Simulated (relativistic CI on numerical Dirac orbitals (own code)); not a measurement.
# One change at a time: Pm I

Base calculation: Dirac-Coulomb-Breit CI, separate exchange-only KLI orbitals for each configuration, model QED (radiative potential, 1s self-energy scaled to tabulated hydrogen-like ionisation energies), valence Slater integrals scaled by 0.85, P86 correlation energy added to each configuration.

Configuration list (outside the closed core [Xe]): 4f5.6s2, 4f4.6s2.5d, 4f5.6s.6p, 4f5.6s.5d, 4f4.6s2.6p, 4f4.6s2.8s, 4f4.6s2.7d, 4f4.6s.7s2, 4f4.6s2.9s, 4f5.7s2. Levels of other configurations are missing.

Variants: (1) no correlation estimate; (2) self-excluded LDA correlation estimate; (3) Breit term removed; (4) only the first 3 configurations. Shifts of the energy above 4f4.6s2.5d 6L_11/2, in cm⁻¹, for the lowest level and the first level of each name with at least 55 % of one term (blank where a level changes its place among those of its configuration and J or its character, or is not in the variant):

| Level | Base | Δ(1) | Δ(2) | Δ(3) | Δ(4) |
| --- | --- | --- | --- | --- | --- |
| 4f4.6s2.5d 6L_11/2 | 0.0 | 0.0 | 0.0 | 0.0 | 0.0 |
| 4f4.6s2.5d 6L_13/2 | 1358.5 | -1.4 | +0.3 | +143.5 | +7.7 |
| 4f4.6s2.5d 6K_9/2 | 1915.4 | +4.4 | -1.1 | +6.2 | -35.2 |
| 4f4.6s2.5d 6L_15/2 | 2844.3 | -2.7 | +0.6 | +301.7 | +15.6 |
| 4f4.6s2.5d 6K_11/2 | 3111.5 | +3.4 | -0.8 | +137.9 | -29.3 |
| 4f4.6s2.5d 6I_7/2 | 3840.5 | +34.4 | -7.4 | +20.3 | -77.4 |
| 4f4.6s2.5d 6K_13/2 | 4419.5 | +2.5 | -0.7 | +279.8 | -24.1 |
| 4f4.6s2.5d 6L_17/2 | 4431.4 | -4.1 | +1.0 | +470.7 | +23.6 |
| 4f4.6s2.5d 6I_9/2 | 4931.0 | +33.8 | -7.2 | +147.6 | -71.9 |
| 4f4.6s2.5d 6G_3/2 | 5041.8 | +38.7 | -8.2 | +51.7 | -67.1 |
| 4f5.6s2 6H°_5/2 | 5330.2 | +2332.2 | -699.7 | +697.1 | -106.4 |
| 4f4.6s2.5d 6G_5/2 | 5334.2 | +40.0 | -8.5 | +55.5 | -82.4 |
| 4f4.6s2.5d 6K_15/2 | 5819.1 | +1.8 | -0.5 | +433.1 | -19.4 |
| 4f4.6s2.5d 6G_7/2 | 5975.3 | +37.9 | -8.1 | +102.5 | -78.6 |
| 4f4.6s2.5d 6H_5/2 | 6062.1 | +74.9 | -15.9 | +46.3 | -121.9 |
| 4f4.6s2.5d 6L_19/2 | 6097.0 | -5.6 | +1.3 | +645.8 | +31.7 |
| 4f4.6s2.5d 6I_11/2 | 6097.1 | +33.6 | -7.2 | +274.7 | -68.4 |
| 4f5.6s2 6H°_7/2 | 6161.3 | +2332.3 | -699.7 | +804.3 | -106.5 |
| 4f5.6s2 6H°_9/2 | 7143.0 | +2332.3 | -699.8 | +927.4 | -106.5 |
| 4f4.6s2.5d 6K_17/2 | 7288.4 | +1.0 | -0.3 | +596.0 | -15.2 |
| 4f4.6s2.5d 6I_13/2 | 7347.3 | +33.8 | -7.2 | +416.5 | -66.6 |
| 4f4.6s2.5d 6L_21/2 | 7824.2 | -7.1 | +1.7 | +823.1 | +40.4 |

For a near-neutral ion this model can misplace configurations by up to about 10,000 cm⁻¹ (more where the count of f electrons changes) and terms by 10 to 25 % of their spread. Rates follow the energies as ν³ (E1, M1) or ν⁵ (E2), so they and the lifetimes can be off by large factors. The fine structure of a lone outer electron comes out too small, for d and f at times inverted, and misplaced configurations move strength between like terms. 5 of the 12 excited levels that our extract of the measured tables holds in this range could be paired (the sources list more); they are missed by 112 cm⁻¹ on average and 206 at most, and levels without a partner can miss by more. Some levels of the ground configuration have no partner and can miss by 10 % or more. The computed lowest level isn't the tabulated ground level, which NIST ASD gives as 4f5 6s2 6H°5/2.

Ionisation energy from the two ground configurations alone: base 5.115 eV; no correlation estimate 4.408 eV; self-excluded LDA correlation estimate 5.251 eV; Breit term removed 5.12 eV. The NIST ASD value (measured) is 5.58187 eV. The gap of more than 2 % comes from missing correlation.

LS names give the leading component of a level, which can be under half, so a name can repeat, a term be missing and a line seem to break the LS rules.
